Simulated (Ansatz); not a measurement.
A run for Ansatz (a quantum-chemistry and plane-wave program): U-PBE/def2-TZVPP on ZnO, 2S+1 = 3, a spin state set in the input, which need not be the lowest, a point of a bond scan (R = 1.874 Å).

Ansatz 0.2 input:
```yaml
crystal:
  periodic: [false, false, false]
  atoms:
    - {symbol: Zn, position_ang: [0.00000000, 0.00000000, 0.00000000]}
    - {symbol: O, position_ang: [0.00000000, 0.00000000, 1.87357700]}
basis:
  gaussian:
    orbitals: def2-TZVPP
    pivot_positions_ang: [[0.00000000, 0.00000000, 0.00000000], [0.00000000, 0.00000000, 1.87357700]]
hamiltonian:
  xc: {name: PBE}
magnetization: {spin_polarized: true, initial_magnetization: 2}
output: {forces: true, orbitals: {seedname: ./end}}
```

Program output:

```
WARN ansatz: RAYON_NUM_THREADS=2 ignored (pool sized by the plan → 2); use --threads N
Functional definition: PBE
integrals: 0.02 GiB planned
650 factors; their error is unknown
mean field: 0.29 GiB planned
mean field evaluation 1: about -50425.3984 eV, gradient 9.8e1 eV
mean field evaluation 2: about -50157.6541 eV, gradient 2.4e2 eV
mean field evaluation 4: about -50342.1626 eV, gradient 1.2e2 eV
mean field evaluation 8: about -50455.3459 eV, gradient 5.6e-1 eV
mean field evaluation 16: about -50455.3377 eV, gradient 1.0e-3 eV
mean field evaluation 32: about -50455.3385 eV, gradient 3.3e-1 eV
mean field -50455.33769577 eV, -1854.1994604633 hartree, gradient 1.7e-5 eV, S^2 2.005619; 6 other end points of the search recorded, 0 dependent functions left out
the calculation of the forces begins
reference -50455.33772743 eV, -1854.1994616268 hartree; 20, 18 occupied and 75, 77 virtual orbitals, 650 factors
Total energy: -50455.33772743 eV, -1854.1994616268 hartree
Atom 0 at     0.000000     0.000000     0.000000 Å, force    -0.000000     0.000000    -0.108339 eV/Å
Atom 1 at     0.000000     0.000000     1.873577 Å, force     0.000000    -0.000000     0.108339 eV/Å
Dipole moment:     0.000000    -0.000000    -0.434177 e Å
```

Self-consistency was reached.

Cost: very roughly 4 core-seconds.
